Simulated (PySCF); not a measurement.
FH4NO2Si, SMILES N[Si](O)(O)F.

The structure is a stationary point at B3LYP-D3(BJ)/def2-SVP. The structure was generated by enumeration, and PubChem lists no compound with its InChIKey, so it may never have been made. One conformer was computed; it need not be the lowest.

Method: PBE0/def2-TZVP (PySCF).

Isolated molecule, no solvent.

Q: Estimate the frontier levels, gap, dipole moment and polarisability. (The exact figures need the calculation; the answer reports its results.)

A: 
```yaml
highest_occupied_level: -8.06 eV
lowest_empty_level: 0.48 eV
orbital_gap: 8.54 eV
dipole_moment: 1.62 D
quadrupole, principal values (traceless, Buckingham form, about the centre of nuclear charge): -5.99, -0.75, 6.74 D·Å
mean_static_polarisability: 36.0 bohr³ (5.33 Å³)
polarisability_principal_values: 33.0, 35.9, 39.0 bohr³
```
